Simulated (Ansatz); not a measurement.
Relaxed structures of Al₂H₂O₂, singlet (PBE0-D4/def2-TZVP; forces vanish, vibrations not checked; lower isomers may exist, and structures with a doubtful reference or unclear bonds are left out; Å). Ansatz 0.2.0; basis: def2-TZVPP; cores frozen in the correlated methods.

(1) Rank them by CCSD(T) energy, lowest first, and give each one's height above the lowest. Links in brackets join atoms within 1.22 times the sum of their covalent radii (1.1 for two metals). (An estimate is asked for; the value comes from the calculation.)
A.
Al₂H₂O₂ ([O]1[AlH]2[O][AlH]12)
```
6
angstrom
O -0.8420 0.5776 -0.6328
Al 0.2550 -0.7121 -1.0119
O 0.9547 -0.7169 0.5759
Al -0.1434 0.5718 0.9555
H 0.5169 -1.5556 -2.3048
H -0.4051 1.4157 2.2482
```
B.
Al₂H₂O₂ ([OH][Al]1[O][AlH]1)
```
6
angstrom
O -0.2425 -0.7200 -2.1715
Al -0.2548 -0.0231 -0.6374
O 0.6727 -0.3323 0.7945
Al -0.2552 0.9338 1.5115
H 0.3277 -1.4316 -2.4597
H -0.2479 1.5732 2.9626
```
C.
Al₂H₂O₂ ([OH][AlH][O][Al])
```
6
angstrom
O -0.1153 -0.9858 -2.1068
Al -0.8174 -0.1886 -0.7898
O 0.0736 0.1842 0.5966
Al 0.8979 0.5931 2.0198
H 0.7996 -1.2600 -2.1346
H -2.3356 0.1890 -0.9148
```

No T1 diagnostic of these runs exceeds 0.017.

## Answers

(1) The calculation gives: A (0.000 eV), C (0.155 eV), B (1.714 eV). Heights count from the lowest.

For scale, one of the runs: CCSD(T)/def2-TZVPP, 174 basis functions, launched by `ansatz run in.yaml --threads 2 --pin off --events-out ev --progress --plain --max-ram 4352MiB`. Time: 31 s of wall clock on 2 CPU threads of an Arm Neoverse V1; the host was shared. Peak host memory: 1.4 GiB.
